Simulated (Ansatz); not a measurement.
Two structures of SiH$_{4}$SF$_{2}$, singlet, reached by relaxing down either side of one saddle point (PBE0-D4/def2-TZVP). Energies are electronic, without zero-point energy. Computed with Ansatz 0.2.0 (basis: def2-TZVPP and def2-QZVPP); correlated methods freeze the cores. Extrapolation: Hartree–Fock as exp(−7.88 √X), correlation as X^−2.97. First:

| atom | x (Å) | y (Å) | z (Å) |
| --- | --- | --- | --- |
| Si1 | -0.8343 | 0.5159 | -0.7918 |
| H2 | -1.1259 | -0.9224 | -0.9137 |
| F3 | -1.6461 | 1.2663 | -1.9357 |
| F4 | 0.7052 | 0.7743 | -1.0968 |
| H5 | -1.1944 | 1.1439 | 0.4906 |
| H6 | 1.6314 | -1.6338 | 0.7385 |
| S7 | 0.8571 | -1.1268 | 1.7102 |
| H8 | 1.6069 | -0.0174 | 1.7987 |

Second:

```
8
angstrom
Si -0.3767 1.1080 0.2401
H -0.0477 -2.1089 -1.1511
F -1.5706 0.1860 -0.2491
F 0.5190 1.3477 -1.0450
H -0.9071 2.3930 0.7188
H 0.6700 -2.2126 -1.3297
S 0.7168 0.1850 1.7820
H 0.9961 -0.8981 1.0339
```

**Question.** Which bonds change from the first to the second?

**Answer.** SiH₂F₂ ([F][SiH2][F]) + H₂S → SiH₂SF₂ ([F][SiH]([F])[SH]) + H₂; bonds formed: Si1–S7, H2–H6; bonds broken: Si1–H2, H6–S7.

**Question.** Give the saddle point's structure and its height above each. (To be estimated.)

**Answer.** The calculation gives: 200.1 kJ/mol above the first and 236.1 kJ/mol above the second (CCSD(T) at an estimated basis limit (MP2 extrapolated from triple and quadruple zeta, plus CCSD(T) − MP2 in triple zeta)).
Si1  (-0.468, 0.466, -0.252)
H2  (-0.353, -1.157, -0.726)
F3  (-1.299, 0.567, -1.627)
F4  (0.707, 1.462, -0.635)
H5  (-1.533, 0.743, 0.719)
H6  (0.111, -1.171, 0.112)
S7  (0.832, -0.456, 1.536)
H8  (2.002, -0.454, 0.874)
(Å)

T1 diagnostic: at most 0.013.

Labels in which every atom is bracketed show which atoms are joined, not bond orders.

For scale, one of the runs: CCSD(T)/def2-TZVPP, 202 basis functions, launched by `ansatz run in.yaml --threads 4 --pin off --events-out ev --progress --plain --max-ram 9574MiB`. Time: 45 s of wall clock on 4 CPU threads of an Arm Neoverse V1; the host was shared. Peak host memory: 2.5 GiB.
